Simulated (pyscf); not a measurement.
Optimised with ωB97X-D3(BJ)/def2-SVP in PySCF.

What is the homolytic dissociation enthalpy (298 K, ωB97M-D3(BJ)/def2-TZVP) of the I–Ti bond of `[I][Ti]([I])([I])[I]`, to I• + [I–Ti(I)–I]•?

I–Ti to I• + [I–Ti(I)–I]•: 47.5 kcal/mol. The 7 functionals that were run give +38.7 (M06-2X) to +69.0 kcal/mol (PBE). The radicals are drawn with the spin at the cut bond; how far it spreads was not checked. Left out: the spin-orbit lowering of I, which is large for Br, Se, Te and I. Open-shell species with a d-block atom are single-reference here; other states, and whether the spin sits on metal or ligand, were not checked. Elements past Kr carry the def2 core potentials, without spin-orbit coupling.
